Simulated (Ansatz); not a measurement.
A structure relaxed at PBE0-D4/def2-TZVP, charge 0, multiplicity 1:

Cartesian coordinates in Å:
```
O -0.192 0.837 2.878
C -0.074 0.203 1.913
N 0.060 -0.528 0.961
Sn 0.070 -0.309 -1.008
F -1.565 0.536 -1.474
F 1.390 0.996 -1.408
H 0.311 -1.735 -1.863
```

Problem. Give its formula and SMILES.

Solution. CHF2NOSn, `O=C=[N][SnH]([F])[F]`.

Problem. Point group (tolerance 0.08 Å, 0.16 Å for H)?

Solution. Cs.

Problem. Summarise the bond lengths by kind.

Solution. 1 × C–O 1.160 Å; 1 × C–N 1.208 Å; 1 × N–Sn 1.982 Å; 2 × F–Sn 1.898 Å; 1 × H–Sn 1.680 Å.

Results of the Gaussian-basis code of Ansatz.
